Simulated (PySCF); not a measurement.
**Excitation energy of Cu(2+) by level of theory**

Cu(2+) [Ar] 3d9 (2D) → Cu(2+) [Ar] 3d8 4p1 (high-spin determinant), as a difference of total energies. Calculation: PySCF 2.14, in x2c-TZVPPall (6s5p4d2f1g, 64 functions); scalar relativity by spin-free X2C-1e. Correlated levels: valence and next inner shell: [Ne] frozen. The calculations carry no spin-orbit coupling.

```json
{"method": "UHF", "excitation energy (eV)": "12.952"}
{"method": "MP2 (valence and next inner shell)", "excitation energy (eV)": "15.614"}
{"method": "SCS-MP2 (valence and next inner shell)", "excitation energy (eV)": "15.352"}
{"method": "CCSD (valence and next inner shell)", "excitation energy (eV)": "14.803"}
{"method": "CCSD(T) (valence and next inner shell)", "excitation energy (eV)": "14.842"}
```

Question: How much does correlation contribute at CCSD(T) (valence and next inner shell)?

Answer: 14.842 − (12.952) = 1.890 eV, measured against UHF.

A first-order spin-orbit estimate (lowest level to lowest level, LS coupling) adds -0.016 eV.

The basis was made for the ground configuration and has no added diffuse functions, so the excitation energy can come out too high.

The determinant of the upper state mixes LS terms, which raises its energy above the lowest term, most at the Hartree-Fock and MP2 levels.
